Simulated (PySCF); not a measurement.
Compound: C₅H₆ClF₃O.
Atom-mapped SMILES: `[F:1][C:2]([F:3])([F:4])[O:5][C:6]1([CH2:7][Cl:8])[CH2:9][CH2:10]1` (hydrogens: H11, H12 on C7; H13, H14 on C9; H15, H16 on C10)

Structure used (GFN2-xTB), in Å, numbered top down from 1:
```
atom  x, y, z in Å
F1     2.273    0.998    1.012
C2     2.036    0.271   -0.098
F3     2.155   -1.011    0.302
F4     3.045    0.513   -0.927
O5     0.899    0.550   -0.700
C6    -0.320    0.080   -0.115
C7    -0.728    0.779    1.154
Cl8   -1.157    2.484    0.816
C9    -0.674   -1.366   -0.333
C10   -1.357   -0.296   -1.130
H11    0.069    0.795    1.897
H12   -1.614    0.302    1.571
H13    0.049   -1.989   -0.834
H14   -1.220   -1.871    0.448
H15   -1.083   -0.184   -2.166
H16   -2.382   -0.045   -0.909
```

Level of theory: PBE0/pcSseg-1 in PySCF (dipole) on a GFN2-xTB geometry, gas phase.

Masses are those of the commonest isotopes; rigid-rotor values at the optimised geometry. The values belong to one conformer with, in the numbering `[F:1][C:2]([F:3])([F:4])[O:5][C:6]1([CH2:7][Cl:8])[CH2:9][CH2:10]1`, C2–O5–C6–C7 71°, O5–C6–C7–Cl8 67°.

**Question.** What are A, B and C (GHz)?

**Answer.** Ia = 313.91, Ib = 587.32, Ic = 753.02 u·Å²; 505379 MHz·u·Å²/I gives 1610, 860.5 and 671.1 MHz, that is A = 1.6099, B = 0.8605, C = 0.6711 GHz.

**Question.** Classify the top.

**Answer.** An asymmetric top; Ray's κ = -0.597.

**Question.** What does the inertial defect say?

**Answer.** Not planar: Δ = Ic − Ia − Ib = -148.21 u·Å². For a rigid frame Δ = −2 Σ m c², so Σ m c² = 74.11 u·Å² lies off the ab plane: 9.80 from hydrogen and 64.31 from heavier atoms. The atom farthest from that plane is 1.72 Å away.

**Question.** Give the other two planar moments, Paa and Pbb, and the rms extents of the mass along the axes.

**Answer.** Paa = Σ m a² = (Ib + Ic − Ia)/2 = 513.21 and Pbb = Σ m b² = (Ia + Ic − Ib)/2 = 239.81 u·Å². With the mass M = 174.01 u, the rms extents √(P/M) along a, b and c are 1.72, 1.17, 0.65 Å.

**Question.** Which lines would a microwave search look for?

**Answer.** The dipole components are |μa| = 1.15 D, |μb| = 2.97 D, |μc| = 1.39 D. Intensities carry the squares of the components, which stand as 0.15 : 1.00 : 0.22 (a : b : c). Some lines, for components of 0.1 D or more:

```json
{"type": "c", "branch": "Q", "J(Ka,Kc)": "3(1,3) ← 3(0,3)", "MHz": "410", "lower level (cm⁻¹)": "0.301"}
{"type": "c", "branch": "Q", "J(Ka,Kc)": "2(1,2) ← 2(0,2)", "MHz": "592", "lower level (cm⁻¹)": "0.152"}
{"type": "b", "branch": "R", "J(Ka,Kc)": "1(1,1) ← 0(0,0)", "MHz": "2281", "lower level (cm⁻¹)": "0.000"}
{"type": "c", "branch": "R", "J(Ka,Kc)": "1(1,0) ← 0(0,0)", "MHz": "2470", "lower level (cm⁻¹)": "0.000"}
{"type": "a", "branch": "R", "J(Ka,Kc)": "3(1,2) ← 2(1,1)", "MHz": "4857", "lower level (cm⁻¹)": "0.191"}
{"type": "b", "branch": "R", "J(Ka,Kc)": "2(2,1) ← 1(1,0)", "MHz": "5501", "lower level (cm⁻¹)": "0.082"}
{"type": "c", "branch": "R", "J(Ka,Kc)": "3(1,2) ← 2(0,2)", "MHz": "6017", "lower level (cm⁻¹)": "0.152"}
{"type": "c", "branch": "R", "J(Ka,Kc)": "3(2,1) ← 2(1,1)", "MHz": "6996", "lower level (cm⁻¹)": "0.191"}
{"type": "c", "branch": "R", "J(Ka,Kc)": "3(2,2) ← 2(1,2)", "MHz": "7411", "lower level (cm⁻¹)": "0.172"}
{"type": "c", "branch": "R", "J(Ka,Kc)": "3(3,0) ← 2(2,0)", "MHz": "8806", "lower level (cm⁻¹)": "0.267"}
```

**Question.** Estimate the classical rotational partition function at 25 K, 50 K and 298.15 K.

**Answer.** Point group C1, symmetry number σ = 1; q = (√π/σ)·√((kT/h)³/(ABC)), k/h = 20836.6 MHz/K: 21900 at 25 K, 61800 at 50 K, 900000 at 298.15 K.

Stationary, but not proved a minimum. No vibrational averaging or centrifugal distortion is included, and the geometry carries the error of its method. Quadrupole hyperfine structure (35Cl) is left out.
